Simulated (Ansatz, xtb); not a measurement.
C5H4N2O2: 6 structures ranked

6 gas-phase structures of C5H4N2O2, from a drawn sample of its isomers (lower ones may exist). Each was relaxed with GFN2-xTB; where two conformers were screened, the lower at r2SCAN-D4/def2-SVP is listed:

A. `O=Cc1c[nH]nc1C=O`, a singlet
B. `O=Cc1ccn(C=O)n1`, a singlet
C. `O=Cc1ccnn1C=O`, a singlet
D. `O=Cc1cc(C=O)[nH]n1`, a singlet
E. `O=Cc1cn[nH]c1C=O`, a singlet
F. `O=Cc1cnn(C=O)c1`, a singlet

**Question.** Which do you expect lowest at r2SCAN-D4/def2-SVP, and how would the others follow?

**Answer.** Calculated order at r2SCAN-D4/def2-SVP: B (0.000), F (0.051), D (0.069), E (0.082), C (0.114), A (0.142) eV. Less than 1 kcal/mol parts F and D; D and E; E and C; C and A, so the order within those pairs means little.

Energies above the lowest of each column, in eV; the last columns are at B3LYP/def2-SVP geometries:

```csv
structure,GFN2-xTB,HF/STO-3G,r2SCAN-D4/def2-SVP,B3LYP/def2-SVP,CCSD(T)/def2-SVP + ΔMP2/def2-TZVPP
B,0.030,0.000,0.000,0.000,0.000
F,0.000,0.000,0.051,0.038,0.044
D,0.378,0.230,0.069,0.089,0.115
E,0.323,0.214,0.082,0.102,0.134
C,0.041,0.079,0.114,0.118,0.126
A,0.410,0.225,0.142,0.146,0.156
```

CCSD(T)/def2-SVP + ΔMP2/def2-TZVPP puts B lowest; GFN2-xTB picks F. CCSD(T)/def2-SVP + ΔMP2/def2-TZVPP orders those it was run on as B (0.000), F (0.044), D (0.115), C (0.126), E (0.134), A (0.156) eV. Less than 1 kcal/mol parts D and C; C and E; E and A, so the order within those pairs means little. Flexible structures stand in one conformer each, not always the lowest. ΔMP2 is the change of the MP2 energy from the smaller to the larger basis.

Over these structures GFN2-xTB departs from r2SCAN-D4/def2-SVP by 0.152 eV on average once a common shift is removed. A GFN2-xTB relaxation took about 0.22 s and the r2SCAN-D4/def2-SVP energy about 5.1 s on a shared host (Ansatz 0.2.0, xtb 6.7.1).
